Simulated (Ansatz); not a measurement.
Input for Ansatz (an electronic-structure program): R-PBE/def2-TZVPPD on H4O2Si (SMILES O[SiH2]O) with ghost functions, monomers drawn apart or pushed together. Files ending in .json are basis or fitting sets from the Basis Set Exchange.

Ansatz 0.2 input:
```yaml
crystal:
  periodic: [false, false, false]
  atoms:
    - {symbol: O, position_ang: [-0.04742771, 1.04059696, 1.31714254]}
    - {symbol: Si, position_ang: [-0.63688943, 0.35662861, -0.03988783]}
    - {symbol: O, position_ang: [0.39431490, 0.50732271, -1.31815438]}
    - {symbol: H, position_ang: [0.11139915, 0.46930399, 2.10347644]}
    - {symbol: H, position_ang: [-1.86126226, 1.04050751, -0.49612203]}
    - {symbol: H, position_ang: [-0.91253385, -1.08148378, 0.23563361]}
    - {symbol: H, position_ang: [1.31175691, 0.25786759, -1.18255999]}
basis:
  gaussian:
    orbitals: def2-TZVPPD.json
    ghost_atoms:
      - {symbol: N, position_ang: [0.42839133, -0.83964732, 4.25854775]}
      - {symbol: H, position_ang: [0.09693947, -1.77821258, 4.06464931]}
      - {symbol: H, position_ang: [1.38852817, -0.91029533, 4.57613298]}
      - {symbol: H, position_ang: [-0.12317872, -0.47118398, 5.02545604]}
hamiltonian:
  xc: {name: PBE}
scf: {lower_state_search: off}
```

Program output:

```
WARN ansatz: RAYON_NUM_THREADS=1 ignored (pool sized by the plan → 1); use --threads N
Functional definition: PBE
these checks for a lower state are left out or cut short: stability, starts, cluster_reference, orbital_swaps, neighbouring_geometries, increment
integrals: 0.21 GiB planned
1242 factors; their error is unknown
mean field: 1.42 GiB planned
mean field evaluation 1: about -12021.7970 eV, gradient 8.4e1 eV
mean field evaluation 2: about -11961.3085 eV, gradient 1.9e2 eV
mean field evaluation 4: about -12032.9216 eV, gradient 4.9e0 eV
mean field evaluation 8: about -12032.9805 eV, gradient 1.3e-1 eV
mean field evaluation 16: about -12032.9640 eV, gradient 5.9e-5 eV
mean field -12032.96400992 eV, -442.2032711286 hartree, gradient 2.9e-6 eV, S^2 0.000000; 0 other end points of the search recorded, 0 dependent functions left out
reference -12032.96406199 eV, -442.2032730421 hartree; 17, 17 occupied and 267, 267 virtual orbitals, 1242 factors
Total energy: -12032.96406199 eV, -442.2032730421 hartree
Checks for a lower state left out: stability, starts, cluster_reference, orbital_swaps, neighbouring_geometries, increment
```

Self-consistency was reached.

Cost: roughly 3.0 core-seconds.
